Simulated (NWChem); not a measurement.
C$_{3}$H$_{4}$ClFSi; SMILES FC(Cl)=C=C[SiH3]

```xyz
10

F     -1.5852    -1.6415     0.2776
C     -0.4108    -1.0973    -0.0751
Cl     0.9113    -2.2224     0.0735
C     -0.2783     0.1326    -0.4893
C     -0.1266     1.3771    -0.8672
Si     0.2122     2.7846     0.3438
H     -0.2034     1.6131    -1.9333
H     -0.8887     3.7823     0.2694
H      0.3079     2.2367     1.7183
H      1.4833     3.4637    -0.0248
```
Atoms are numbered in this order, from 1.

All runs: NWChem. Coordinates come from a B3LYP/6-31G* (spherical d) optimisation. Total energies of different functionals are on different scales.

```csv
level,energy (Ha),highest occupied level (eV),orbital gap (eV),dipole (D),relative time
PBE/def2-TZVP,-965.7087,-6.03,3.50,1.74,1
B3LYP/def2-TZVP,-966.3293,-7.04,5.28,1.94,1
"LDA (Slater exchange, VWN5)/def2-TZVP",-961.9514,-6.20,3.43,1.87,1
BLYP/def2-TZVP,-966.2350,-5.90,3.55,1.76,1
CAM-B3LYP/def2-TZVP,-966.2185,-8.57,8.17,2.04,10
PBE0/def2-TZVP,-965.7760,-7.25,5.67,1.94,1
```

Relative times are rough (shared machine, one core).
